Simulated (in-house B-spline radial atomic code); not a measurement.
Atomic self-consistent-field run: Ru3+. Method: scalar-relativistic (X2C) Hartree-Fock with fractional occupations, spin-polarised, spherical fractional occupations, Fermi nucleus of rms radius 4.4809 fm. Calculated with an all-electron radial atomic-structure program (B-spline basis).

Command:
```bash
python run_scf.py task.json out
```
Settings (nuclear radius in fm, mass in u):
```
Z                44
configuration    [Kr] 4d5
hamiltonian      x2c
method           hf,
spin_polarised   True
nucleus          fermi
rms_radius       4.4809
atomic_mass      101.90434
speed_of_light   137.035999084
```

Output (hartree, bohr):
```
 radial grid: 69 intervals, B-splines of order 8, outer radius 28.1081 bohr

 iter        energy (Eh)    residual
    1       -4518.100776    4.94e-01
    2       -4524.734228    2.31e-01
    3       -4526.150210    7.88e-02
    4       -4526.275884    2.91e-02
    5       -4526.289377    9.67e-03
    6       -4526.291096    1.90e-03
    7       -4526.291127    4.61e-04
    8       -4526.291130    5.73e-05
    9       -4526.291130    2.49e-06
   10       -4526.291130    2.94e-07

 total energy                     -4526.29113
 kinetic                            4711.8201
 electron-nucleus                 -10902.9215
 Hartree                            1796.6110
 exact exchange                     -131.8007

 orbital      occ     eigenvalue          <r>       <r^2>       <1/r>       r_max
 1s up      1.000      -818.4079    0.0329091  0.00147328      47.518     0.02111
 1s down    1.000      -818.4099     0.032909  0.00147326     47.5181     0.02111
 2s up      1.000      -121.7519     0.144968   0.0248473     10.6965      0.1226
 2s down    1.000      -121.6961     0.144936   0.0248363     10.6992      0.1226
 2p up      3.000      -108.9727      0.12679    0.019659     10.0842     0.09806
 2p down    3.000      -108.9181     0.126743   0.0196437     10.0873     0.09804
 3s up      1.000       -23.7862     0.400096    0.183301     3.67776      0.3605
 3s down    1.000       -23.7603     0.399945    0.183073     3.67704      0.3606
 3p up      3.000       -19.4713       0.4008    0.186741     3.45103      0.3543
 3p down    3.000       -19.4387     0.400559    0.186366     3.45032      0.3544
 3d up      5.000       -12.5369     0.382431    0.174741     3.20167      0.3013
 3d down    5.000       -12.4580       0.3833    0.175445     3.19403      0.3021
 4s up      1.000        -4.8752      1.02377      1.1837     1.33045      0.9186
 4s down    1.000        -4.5583      1.01198     1.15689      1.3502      0.9101
 4p up      3.000        -3.6007      1.11913     1.42612     1.19203      0.9847
 4p down    3.000        -3.1915      1.10938     1.40328     1.20597      0.9748
 4d up      5.000        -1.6963      1.41976     2.35301    0.917725       1.169
```

Cost of the run: 0.48 s on 1 thread of Arm Neoverse V1 (shared host).

One-electron X2C: radii and densities carry no picture-change correction, so inner-shell <1/r> comes out high (for 1s by about 2 % at Z = 33, 5 % at 54, 10 % at 75, 30 % at 118) and <r> low.
